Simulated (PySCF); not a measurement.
**How strongly Ge binds etchant and ambient atoms**

CCSD(T) in PySCF with def2-TZVPPD on every atom, for the lowest determinant that a PBE0 search found; no spin–orbit coupling. D0 is De less the harmonic zero-point energy.

```json
{"X": "H", "state of GeX": "doublet (π ↑)", "D0(GeX) (eV)": "2.81", "D0(X₂) (eV)": "4.43"}
{"X": "F", "state of GeX": "doublet (π ↑)", "D0(GeX) (eV)": "5.16", "D0(X₂) (eV)": "1.46"}
{"X": "Cl", "state of GeX": "doublet (π ↑)", "D0(GeX) (eV)": "3.92", "D0(X₂) (eV)": "2.30"}
{"X": "Br", "state of GeX": "doublet (π ↑)", "D0(GeX) (eV)": "3.50", "D0(X₂) (eV)": "2.07"}
{"X": "O", "state of GeX": "singlet (closed shell)", "D0(GeX) (eV)": "6.72", "D0(X₂) (eV)": "4.85"}
```

Task: Give the energy of Ge + X₂ → GeX + X at 0 K for each X.

Result: H: 4.43 − 2.81 = +1.62 eV; F: 1.46 − 5.16 = -3.70 eV; Cl: 2.30 − 3.92 = -1.62 eV; Br: 2.07 − 3.50 = -1.43 eV; O: 4.85 − 6.72 = -1.87 eV (CCSD(T)/def2-TZVPPD; negative means exothermic).

Task: Does an atom of Br displace H from GeH?

Result: GeH + Br → GeBr + H has ΔE = 2.81 − 3.50 = -0.69 eV at CCSD(T)/def2-TZVPPD, so it is downhill.

Gas-phase diatomics only hint at surface chemistry, where an atom holds several bonds.

Correlated steps freeze the inner cores (0 to 18 orbitals); shallow outer-core shells are correlated. Spin–orbit coupling is left out. Where the molecule has an RHF reference, its open-shell atoms are computed with UHF. The CCSD T1 diagnostic is raised in GeO, a sign that a single reference may not be enough there. States were picked by a PBE0 search and need not be the measured ground states.
